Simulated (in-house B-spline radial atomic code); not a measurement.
The numbers below are computed, except where a source is named.
## Sb ion on In atom: potential, deflection and energy transfer

The pair potential comes from two frozen, spherical free-atom densities (PBE, B-spline radial code, scalar-relativistic past argon): electrostatics plus the change in Thomas-Fermi kinetic and Dirac exchange energy where they overlap, the recipe behind the universal ZBL potential, which averages such potentials (from solid-state densities) over many pairs. It is written V = (Z1 Z2 e²/r) φ(r/a), with e² = 14.3996 eV·Å and a = 0.46850 Å/(Z1^0.23 + Z2^0.23); ZBL's fit is φ = 0.18175 e^(−3.1998x) + 0.50986 e^(−0.94229x) + 0.28022 e^(−0.4029x) + 0.02817 e^(−0.20162x). Where φ falls below 4e-4 it is continued as an exponential.

Masses 121.76 and 114.82 u.

```json
{"x = r/a": "0.1", "φ, this pair": "0.8866", "φ, ZBL": "0.8928"}
{"x = r/a": "0.25", "φ, this pair": "0.7608", "φ, ZBL": "0.7647"}
{"x = r/a": "0.5", "φ, this pair": "0.6094", "φ, ZBL": "0.6096"}
{"x = r/a": "1", "φ, this pair": "0.416", "φ, ZBL": "0.4164"}
{"x = r/a": "1.5", "φ, this pair": "0.2983", "φ, ZBL": "0.2995"}
{"x = r/a": "2", "φ, this pair": "0.2208", "φ, ZBL": "0.2218"}
{"x = r/a": "3", "φ, this pair": "0.1298", "φ, ZBL": "0.1292"}
{"x = r/a": "4", "φ, this pair": "0.08133", "φ, ZBL": "0.08026"}
{"x = r/a": "5", "φ, this pair": "0.05359", "φ, ZBL": "0.05224"}
{"x = r/a": "6.5", "φ, this pair": "0.02973", "φ, ZBL": "0.02914"}
{"x = r/a": "8", "φ, this pair": "0.01734", "φ, ZBL": "0.01705"}
{"x = r/a": "10", "φ, this pair": "0.009161", "φ, ZBL": "0.008778"}
{"x = r/a": "12", "φ, this pair": "0.005006", "φ, ZBL": "0.00474"}
{"x = r/a": "14.5", "φ, this pair": "0.002469", "φ, ZBL": "0.002328"}
{"x = r/a": "17", "φ, this pair": "0.001298", "φ, ZBL": "0.001212"}
{"x = r/a": "20", "φ, this pair": "0.0006286", "φ, ZBL": "0.0005882"}
```

(1) At x = 5 the electrostatic, kinetic and exchange parts are -42.93, 4353.9 and -262.69 eV. Find r, V and φ.

(2) The ion comes in at 77.83 keV with impact parameter 0.4763 Å. The scattering integral gives a centre-of-mass angle of 11.05° and a closest approach of 5.248 a. What are the reduced energy, the energy passed on and the laboratory angles?

Results:

(1) a = 0.46850/(2.4703 + 2.4476) = 0.09526 Å, so r = 0.47632 Å. V = -42.93 + 4353.9 + (-262.69) = 4048.28 eV. The bare repulsion is 51 × 49 × 14.3996/0.47632 = 75547 eV, so φ = 0.0536, +2.6 % against ZBL's 0.0522. The kinetic (Pauli) term is 108 % of V here, as the other two terms together attract.

(2) ε = E a M2/(Z1 Z2 e² (M1 + M2)) = 77830 × 1.2849e-06 = 0.1. The most that one collision can pass on is γE with γ = 4 M1 M2/(M1 + M2)² = 0.9991. Here T = γE sin²(θ/2) = 0.9991 × 77830 × 0.009265 = 720.5 eV. The ion turns by arctan(sin θ/(cos θ + M1/M2)) = 5.4°, and the struck atom leaves at (180° − θ)/2 = 84.5°. The closest approach is 0.500 Å. With ZBL the angle would be 10.78° and T = 686.5 eV.
